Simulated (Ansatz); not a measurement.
Consider the redistribution: `[OH][Al]([SH])[AlH][F]` + `[CH3][AlH][CH3]` → `[CH3][AlH][AlH][F]` + `[CH3][Al]([OH])[SH]`.

Isolated molecules relaxed with PBE0-D4/def2-TZVP in Ansatz; ΔE leaves out vibrations. CBS: MP2 limit from def2 TZ/QZ plus the TZ coupled-cluster correction, frozen cores. DFT in def2-TZVPP. Each species was taken in one conformer, which may not be the lowest.

`[OH][Al]([SH])[AlH][F]`:

```xyz
8

O    -0.011    1.427    1.791
Al    0.282    0.581    0.352
S     1.911    1.251   -0.953
Al   -1.181   -1.446   -0.253
F    -0.733   -2.159   -1.682
H     0.477    2.188    2.100
H     1.668    0.274   -1.844
H    -2.412   -2.115    0.488
```

`[CH3][AlH][CH3]`:

Z-matrix (Å, degrees):
```
C
Al 1 1.954
H 1 1.092 2 113.4
H 1 1.095 2 111.1 3 121.8
H 1 1.096 2 110.4 3 -120.9
C 2 1.954 1 121.2 3 -176.1
H 2 1.595 1 120.2 3 4.5
H 6 1.096 2 110.5 1 -117.3
H 6 1.093 2 113.4 1 3.7
H 6 1.095 2 111.0 1 125.4
```

`[CH3][AlH][AlH][F]`:

```xyz
9

C     0.422   -1.344   -1.076
Al    0.640    0.408   -0.230
Al   -0.973    1.340    1.581
F    -2.313    2.144    1.013
H     0.465   -1.249   -2.166
H     1.259   -1.994   -0.793
H    -0.504   -1.859   -0.814
H     1.896    1.284   -0.686
H    -0.892    1.271    3.171
```

`[CH3][Al]([OH])[SH]`:

```xyz
9

C    -1.059   -0.398   -0.807
Al    0.535    0.183    0.127
O     1.927    0.576   -0.754
S     0.640    0.361    2.310
H    -1.354   -1.406   -0.501
H    -1.906    0.261   -0.595
H    -0.898   -0.406   -1.888
H     2.749    0.869   -0.365
H    -0.632   -0.041    2.473
```

Is it downhill or uphill in electronic energy at CCSD(T)/CBS, and by how much? (Best estimate.)

Ansatz gave: Uphill: ΔE = +1.2 kcal/mol.

What do these levels give: BLYP-D4, PBE0-D4, CAM-B3LYP-D4, ωB97X-V, r2SCAN, HF/def2-TZVPP? (Estimate.)

Ansatz gave: BLYP-D4 1.5, PBE0-D4 1.0, CAM-B3LYP-D4 1.4, ωB97X-V 1.2, r2SCAN 1.1, HF/def2-TZVPP 0.7 kcal/mol.

Largest T1 diagnostic among the species: 0.013.

Leaving LDA and LC-ωPBE aside and taking each functional with its dispersion term where it has one, the values, not all of them listed here, spread over 0.6 kcal/mol, from r2SCAN0-D4 to BLYP-D4.
